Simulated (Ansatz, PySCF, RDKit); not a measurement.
Pair of molecules: CH3F (SMILES CF) (first 5 atoms) with H2Se (SMILES [SeH2]); geometry from B3LYP-D3(BJ)/def2-TZVP.
(charge 0, multiplicity 1):
```xyz
8

C     -0.244    -0.095    -0.400
F      0.253    -1.222     0.253
H      0.493     0.234    -1.133
H     -1.176    -0.365    -0.896
H     -0.420     0.684     0.342
Se    -0.265    -0.391     3.379
H      0.299     0.284     4.558
H      1.071    -0.664     2.835
```

Monomers are frozen at their geometry in the pair; levels with a basis set take the counterpoise correction. Rows marked so take none. RDKit's UFF carries no charges.

Correlated levels freeze the cores. Filled d and f shells under p-block atoms count as core. Rows in 6-31G* carry no dispersion term and start afresh at each structure (6-31G* with six Cartesian d functions); the Pople sets are all-electron and without relativity.

Codes used: Ansatz (a first-principles code) with Gaussian orbitals; PySCF for 6-31G* rows, the dispersion terms; RDKit for the force fields. 

Task: One of these levels gives -1.07 kcal/mol for the interaction energy. Which?
A. BP86/6-31G* (no counterpoise)
B. UFF
C. B2PLYP/def2-TZVPPD
D. PBE-D4/def2-TZVPPD

Result: C, B2PLYP/def2-TZVPPD. The others give -0.36 (UFF), -2.06 (PBE-D4/def2-TZVPPD), -1.74 (BP86/6-31G* (no counterpoise))
